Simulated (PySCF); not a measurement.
# Identify the compound

The spectra below were simulated for a compound C$_{5}$H$_{8}$O$_{4}$.

¹H NMR (400 MHz, computed): δ 4.35 (s, 2H), 3.67 (s, 3H), 2.12 (s, 3H).

¹³C{¹H} NMR (computed): δ 174.7 (C), 173.9 (C), 61.2 (CH2), 52.3 (CH3), 21.7 (CH3).

Level of theory: shieldings: GIAO PBE0/pcSseg-1, J couplings at B3LYP/pcJ-1 (without the spin–dipole term), structure optimised with PBE0-D3(BJ)/def2-SVP, in PySCF (rapidly exchanging positions averaged, one computed conformer, no solvent model, relativity neglected).

Shifts are taken against calculated references (same method and geometry level): TMS for ¹H and ¹³C.

Q: Propose a structure and justify it.

A: 
1. Rings plus π bonds: 2 (no ring in the answer).
2. 5 carbon signals for 5 carbons: no two carbons are equivalent.
3. Carbon types of the structure: 2 × C, 1 × CH2, 2 × CH3, which accounts for all hydrogens.
4. δC 174.7, 173.9: ester carbonyl carbon; lone-pair donation from the attached heteroatom keeps it upfield of a ketone carbonyl.
5. δC 61.2: sp3 CH2 bonded to O, α to a carbonyl; the inductive effect lowers its shielding.
6. δC 52.3: methyl carbon bonded to O; deshielded by the electronegative neighbour.
7. δC 21.7: methyl carbon α to a carbonyl; the adjacent C=O deshields it moderately.
8. δH 4.35: hydrogen on an sp3 CH2 bonded to O, α to a carbonyl; its carbon carries O, which withdraws density.
9. δH 3.67: hydrogen on a methyl carbon bonded to O; its carbon carries O, hence the downfield position.
10. δH 2.12: hydrogen on a methyl carbon α to a carbonyl; α to C=O.

Structure: SMILES COC(=O)COC(C)=O.

The shifts were computed for this structure.

Shifts are as computed. Against solution values, carbons near 30 ppm lie about +2 ppm off and those near 130 ppm about +5 ppm. Of 1211 compounds with measured shifts, 218 miss one by over three times the rms of a fit or turn the order of signals round; such compounds aren't used in these exercises.
